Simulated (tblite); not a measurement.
A geometry optimisation, step by step.

Compound: C7H15AlO.
SMILES with atom numbers: `[CH3:1][CH2:2][CH2:3]/[C:4]([O:5][CH3:6])=[C:7](/[CH3:8])[AlH2:9]` (hydrogens: H10, H11, H12 on C1; H13, H14 on C2; H15, H16 on C3; H17, H18, H19 on C6; H20, H21, H22 on C8; H23, H24 on Al9)

Computed with GFN2-xTB (tblite), gas phase: L-BFGS steps from a force-field or distance-geometry start until the largest atomic force falls under 0.01 eV/Å. 5 of its 56 geometries are shown.

Step 0: E = -754.6482 eV, largest atomic force 1.077 eV/Å
```
atom  x, y, z in Å  |  force x, y, z in eV/Å
C1      2.746   -1.114    0.955   -0.133  -0.084   0.186
C2      1.323   -0.524    0.964    0.363  -0.320   0.853
C3      0.886   -0.127   -0.431   -0.415   0.857  -0.503
C4     -0.532    0.452   -0.419    0.323   0.271   0.056
O5     -0.738    1.828   -0.260   -0.083  -0.084  -0.024
C6      0.292    2.804   -0.193    0.381  -0.548   0.183
C7     -1.624   -0.346   -0.493    0.619  -0.278  -0.105
C8     -2.992    0.270   -0.443   -0.715   0.398  -0.069
Al9    -1.578   -2.357   -0.619    0.179   0.396   0.139
H10     2.767   -2.019    0.320    0.095   0.542   0.339
H11     3.457   -0.362    0.567   -0.262  -0.490   0.196
H12     3.033   -1.396    1.989   -0.055   0.173  -0.698
H13     0.628   -1.287    1.402    0.299   0.535  -0.448
H14     1.317    0.357    1.641   -0.104  -0.424  -0.342
H15     1.583    0.631   -0.844   -0.255  -0.310   0.258
H16     0.938   -0.990   -1.112   -0.264   0.034   0.240
H17    -0.159    3.805   -0.020   -0.022  -0.815  -0.159
H18     0.865    2.830   -1.143   -0.139   0.050   0.436
H19     0.977    2.586    0.664   -0.285   0.177  -0.582
H20    -3.790   -0.491   -0.591    0.465   0.236   0.082
H21    -3.101    1.033   -1.246    0.022  -0.373   0.597
H22    -3.162    0.753    0.539    0.038  -0.126  -0.562
H23    -2.947   -3.162   -0.676    0.333   0.162  -0.028
H24    -0.203   -3.154   -0.600   -0.385   0.021  -0.045
```

Step 14: E = -754.8850 eV, largest atomic force 0.064 eV/Å
```
atom  x, y, z in Å  |  force x, y, z in eV/Å
C1      2.729   -1.102    0.957    0.020  -0.020  -0.010
C2      1.329   -0.505    0.973    0.006  -0.020   0.060
C3      0.872   -0.079   -0.424   -0.013   0.040  -0.029
C4     -0.524    0.485   -0.404   -0.035  -0.002  -0.017
O5     -0.760    1.826   -0.255    0.003   0.014   0.014
C6      0.298    2.744   -0.195    0.035   0.000   0.010
C7     -1.593   -0.329   -0.498   -0.004  -0.050  -0.019
C8     -2.982    0.272   -0.444   -0.047  -0.024   0.002
Al9    -1.526   -2.296   -0.605    0.002  -0.037   0.009
H10     2.753   -1.986    0.324   -0.004  -0.013  -0.017
H11     3.453   -0.386    0.572   -0.010   0.018   0.003
H12     3.036   -1.391    1.960   -0.020   0.008  -0.015
H13     0.615   -1.252    1.339   -0.023  -0.031   0.022
H14     1.302    0.341    1.663   -0.018   0.052  -0.012
H15     1.583    0.628   -0.850    0.030   0.026  -0.011
H16     0.854   -0.972   -1.059   -0.015  -0.016   0.009
H17    -0.177    3.712   -0.032    0.062   0.007  -0.005
H18     0.866    2.777   -1.131   -0.003   0.015   0.003
H19     0.980    2.534    0.636    0.009   0.013  -0.002
H20    -3.726   -0.518   -0.585   -0.014  -0.016   0.011
H21    -3.114    1.023   -1.223    0.014  -0.032   0.035
H22    -3.161    0.755    0.518    0.000  -0.006  -0.030
H23    -2.871   -3.077   -0.682    0.034   0.046  -0.011
H24    -0.245   -3.183   -0.606   -0.011   0.026  -0.001
```

Step 28: E = -754.8918 eV, largest atomic force 0.056 eV/Å
```
atom  x, y, z in Å  |  force x, y, z in eV/Å
C1      2.712   -1.093    0.952   -0.011   0.000   0.005
C2      1.312   -0.496    0.979   -0.018   0.023  -0.024
C3      0.859   -0.074   -0.422   -0.002   0.009  -0.015
C4     -0.533    0.499   -0.402    0.022  -0.011  -0.003
O5     -0.748    1.844   -0.236   -0.002  -0.028  -0.005
C6      0.333    2.739   -0.192   -0.005  -0.003   0.002
C7     -1.594   -0.324   -0.498    0.014   0.008  -0.013
C8     -2.995    0.244   -0.439   -0.007  -0.011   0.003
Al9    -1.503   -2.289   -0.611   -0.010   0.055   0.008
H10     2.731   -1.968    0.306    0.004  -0.015  -0.003
H11     3.432   -0.371    0.574    0.004   0.006   0.006
H12     3.019   -1.394    1.950    0.012  -0.011   0.019
H13     0.595   -1.238    1.352    0.018   0.009  -0.009
H14     1.287    0.361    1.656    0.003  -0.009   0.012
H15     1.579    0.625   -0.851   -0.002  -0.015  -0.003
H16     0.830   -0.971   -1.054    0.005   0.008   0.021
H17    -0.112    3.719   -0.025    0.005   0.028   0.003
H18     0.888    2.759   -1.135    0.000   0.000  -0.025
H19     1.022    2.518    0.627    0.009  -0.015   0.019
H20    -3.721   -0.564   -0.568   -0.016  -0.035   0.004
H21    -3.148    0.982   -1.226   -0.009   0.018   0.014
H22    -3.178    0.729    0.519   -0.017   0.026   0.000
H23    -2.856   -3.041   -0.705   -0.005  -0.033  -0.013
H24    -0.225   -3.176   -0.600    0.010  -0.003  -0.001
```

Step 41: E = -754.8932 eV, largest atomic force 0.022 eV/Å
```
atom  x, y, z in Å  |  force x, y, z in eV/Å
C1      2.708   -1.092    0.954    0.000  -0.001   0.002
C2      1.310   -0.489    0.978    0.008  -0.003   0.000
C3      0.857   -0.071   -0.424    0.004  -0.009   0.005
C4     -0.534    0.505   -0.403   -0.003   0.005  -0.002
O5     -0.743    1.850   -0.234    0.002   0.011   0.000
C6      0.344    2.738   -0.193    0.003   0.000  -0.002
C7     -1.597   -0.316   -0.499   -0.003   0.004   0.000
C8     -3.004    0.238   -0.435   -0.002  -0.001   0.002
Al9    -1.503   -2.279   -0.615    0.008  -0.021  -0.001
H10     2.729   -1.964    0.305    0.000   0.003   0.004
H11     3.433   -0.370    0.581   -0.004  -0.002   0.005
H12     3.012   -1.398    1.952   -0.005   0.001  -0.001
H13     0.593   -1.232    1.350    0.004   0.005   0.003
H14     1.287    0.366    1.657    0.000  -0.002  -0.001
H15     1.580    0.620   -0.860   -0.006   0.003  -0.001
H16     0.825   -0.974   -1.047   -0.008  -0.004  -0.010
H17    -0.088    3.723   -0.020   -0.003  -0.012   0.000
H18     0.893    2.756   -1.141   -0.004   0.004  -0.001
H19     1.037    2.507    0.622   -0.001  -0.003  -0.003
H20    -3.720   -0.582   -0.556   -0.002  -0.003   0.003
H21    -3.173    0.971   -1.223    0.002   0.005   0.006
H22    -3.191    0.727    0.521    0.004   0.009  -0.001
H23    -2.845   -3.053   -0.723    0.002   0.005  -0.007
H24    -0.221   -3.161   -0.597    0.004   0.005   0.000
```

Step 55: E = -754.8937 eV, largest atomic force 0.009 eV/Å
```
atom  x, y, z in Å  |  force x, y, z in eV/Å
C1      2.706   -1.093    0.958    0.003   0.003   0.001
C2      1.309   -0.488    0.976   -0.002   0.001   0.000
C3      0.853   -0.075   -0.427   -0.006   0.005  -0.002
C4     -0.537    0.504   -0.403   -0.004  -0.002  -0.005
O5     -0.744    1.850   -0.238    0.005  -0.004   0.005
C6      0.346    2.735   -0.197    0.004   0.004  -0.001
C7     -1.601   -0.315   -0.494   -0.001  -0.007   0.003
C8     -3.007    0.242   -0.426    0.005  -0.003   0.000
Al9    -1.493   -2.278   -0.621   -0.005   0.004  -0.003
H10     2.731   -1.965    0.310   -0.006   0.003   0.000
H11     3.434   -0.370    0.593    0.006   0.002  -0.006
H12     3.003   -1.399    1.959   -0.001  -0.001   0.002
H13     0.591   -1.228    1.353   -0.005   0.002  -0.002
H14     1.287    0.371    1.650   -0.002  -0.003   0.005
H15     1.575    0.614   -0.868    0.003  -0.004   0.004
H16     0.817   -0.979   -1.048   -0.002   0.003   0.003
H17    -0.084    3.719   -0.012   -0.003   0.004   0.000
H18     0.887    2.760   -1.149    0.000   0.001  -0.005
H19     1.044    2.495    0.610    0.001  -0.001   0.000
H20    -3.725   -0.578   -0.539    0.002   0.007   0.002
H21    -3.179    0.970   -1.218    0.001  -0.003   0.008
H22    -3.189    0.737    0.528    0.006  -0.001  -0.007
H23    -2.830   -3.056   -0.751   -0.002  -0.006  -0.003
H24    -0.206   -3.151   -0.594    0.002  -0.004   0.002
```

**Question.** Summarise the path.

**Answer.** The energy falls by 0.2455 eV from step 0 to step 55; nine tenths of that is first reached at step 7. It falls at every step. The largest force goes from 1.077 to 0.009 eV/Å. Among the bonds C7–Al9 changes most, from 2.015 to 1.970 Å; the atoms move by 0.082 Å rms after alignment.

**Question.** Follow the three bonds and two angles with the largest change from start to end.

**Answer.** 
```csv
step,E above end (eV),largest force (eV/Å),C7–Al9 (Å),Al9–H23 (Å),Al9–H24 (Å),C7–Al9–H24 (°),C4–O5–C6 (°)
0,0.2455,1.077,2.015,1.590,1.589,121.3,125.1
2,0.0999,0.474,1.996,1.588,1.577,121.9,123.9
5,0.0363,0.208,1.975,1.569,1.554,123.9,122.5
7,0.0205,0.157,1.967,1.555,1.548,124.8,122.1
10,0.0146,0.108,1.969,1.553,1.550,125.5,122.2
12,0.0113,0.100,1.971,1.557,1.555,126.2,121.8
14,0.0088,0.064,1.970,1.558,1.558,126.6,121.1
17,0.0068,0.049,1.970,1.553,1.556,126.9,120.7
19,0.0059,0.047,1.970,1.551,1.555,127.1,120.7
22,0.0046,0.054,1.967,1.553,1.557,127.4,120.7
24,0.0036,0.050,1.966,1.553,1.558,127.5,120.6
26,0.0028,0.045,1.969,1.552,1.557,127.4,120.5
29,0.0016,0.050,1.971,1.552,1.555,127.3,120.5
31,0.0013,0.032,1.970,1.553,1.557,127.3,120.5
33,0.0010,0.026,1.969,1.554,1.558,127.3,120.5
36,0.0007,0.019,1.971,1.553,1.556,127.2,120.4
38,0.0006,0.017,1.971,1.553,1.555,127.2,120.4
41,0.0005,0.022,1.969,1.553,1.556,127.1,120.4
43,0.0004,0.021,1.970,1.553,1.556,127.1,120.3
45,0.0003,0.012,1.971,1.553,1.556,127.0,120.3
48,0.0002,0.011,1.971,1.553,1.556,127.0,120.3
50,0.0002,0.012,1.970,1.553,1.557,127.0,120.3
53,0.0001,0.016,1.970,1.553,1.557,127.1,120.3
55,0.0000,0.009,1.970,1.552,1.556,127.1,120.3
```

The cost below is that of the whole relaxation. On an Intel Xeon at 2.50 GHz with one thread (shared host), this took 1.7 s of wall time.
